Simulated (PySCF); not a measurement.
Cd(H)(NH2) (CdH3N), SMILES [NH2][CdH].

The structure is a stationary point at B3LYP-D3(BJ)/def2-TZVP. The def2 effective core potentials stand for the cores of Cd; spin–orbit coupling is left out.

Computed with PBE/def2-TZVPD (PySCF).

The molecule is in vacuum.

Computed frontier levels, gap, dipole moment and polarisability:
```yaml
highest_occupied_level: -5.40 eV
lowest_empty_level: -1.15 eV
orbital_gap: 4.25 eV
dipole_moment: 0.91 D
quadrupole, principal values (traceless, Buckingham form, about the centre of nuclear charge): -7.08, 1.87, 5.21 D·Å
mean_static_polarisability: 46.0 bohr³ (6.82 Å³)
polarisability_principal_values: 36.7, 38.8, 62.5 bohr³
```
